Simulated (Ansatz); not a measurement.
Gas-phase electronic energies from Ansatz, PBE0-D4/def2-TZVP geometries. CBS: MP2 limit from def2 TZ/QZ plus the TZ coupled-cluster correction, frozen cores. Functionals use def2-TZVPP. B3LYP here is the variant with VWN-RPA as its local correlation; programs differ in this. Elements past krypton have def2 core potentials. For Hf, I, Sn outer-core shells are correlated without core-valence functions, which leaves a few kJ/mol of doubt a bond.

`[CH3][SnH2][I]` + `[CH3][Hf]([F])([F])[Cl]` → `[CH3][SnH2][CH3]` + `[F][Hf]([F])([Cl])[I]`  (redistribution)

```csv
level,ΔE (kJ/mol),difference from CCSD(T)/CBS
PBE-D4,-40.7,1.3
revPBE-D4,-42.6,-0.6
BLYP-D4,-39.1,2.9
PBE0-D4,-40.9,1.1
B3LYP-D4,-39.2,2.8
r2SCANh-D4,-42.2,-0.2
B2PLYP,-46.2,-4.2
BLYP,-37.7,4.3
r2SCAN,-42.4,-0.4
PBE0,-40.5,1.5
B3LYP,-38.5,3.5
BHLYP,-39.1,2.9
HF/def2-SVP,-28.5,13.5
CCSD/def2-SVP,-35.1,6.9
MP2/def2-TZVPP,-57.1,-15.1
MP2/CBS(def2),-45.6,-3.6
CCSD(T)/CBS,-42.0,0
```

What do rigid-rotor, harmonic-oscillator terms from PBE0-D4/def2-TZVP frequencies (298.15 K, 1 bar) make of the CCSD(T)/CBS value? (Best estimate.)

The calculation gave: ΔZPE = +3.9 kJ/mol, ΔH = -38.6 kJ/mol, ΔS = -11 J/(mol·K), ΔG = -35.2 kJ/mol.

Largest T1 diagnostic among the species: 0.015.

In def2-TZVPP, CCSD(T) changes the Hartree–Fock value by −14.6 kJ/mol (the triples alone add −3.8 kJ/mol) and MP2 by −18.2 kJ/mol. Leaving LDA and LC-ωPBE aside and taking each functional with its dispersion term where it has one, the values, not all of them listed here, spread over 9.5 kJ/mol, from PBE-QIDH to BHLYP-D4. LDA lies −3.7 kJ/mol from PBE without D4.

CCSD(T)/CBS has its own doubt, a few kJ/mol and more with outer-core shells, so smaller differences from it don't rank the levels.
